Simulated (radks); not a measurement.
Spherical quantum dot in the effective-mass picture: electrons in a hard-walled sphere of radius 8.57, with a point charge +1 (a donor) at the centre, all in effective atomic units (hartree* = m*/eps^2 hartree, bohr* = eps/m* bohr), one dielectric constant everywhere. Calculated with a radial shooting solver with Libxc functionals: non-relativistic Kohn-Sham, LDA (Slater exchange, Perdew-Wang correlation), spin-polarised, spherical densities. Levels are named by radial order and angular momentum (1s, 1p, 1d, 2s, ...), and open shells are averaged over m.

N = 24, configuration 1s2 1p6 1d10 2s(up 1, down 0) 1f(up 5, down 0). This is the lowest configuration that the search found. Occupied and some empty levels:

level    occupation  eigenvalue (hartree*)  <r> (bohr*)
1s up             1                 3.2276        6.198
1s down           1                 3.2510        6.348
1p up             3                 3.2570        6.479
1p down           3                 3.2788        6.467
1d up             5                 3.3081        6.568
1d down           5                 3.3302        6.558
2s up             1                 3.3302        1.917
1f up             5                 3.3816        6.653
1f down           0                 3.4039        6.646
2s down           0                 3.4639        2.350
1g up             0                 3.4761        6.734
1g down           0                 3.4986        6.729
2p up             0                 3.6495        4.217
2p down           0                 3.6735        4.363
2d up             0                 3.7932        4.881
2d down           0                 3.8092        4.908

Energy (hartree*): total 39.4148, kinetic 7.4534, external -4.5564, Hartree 41.658, exchange-correlation -5.1406.
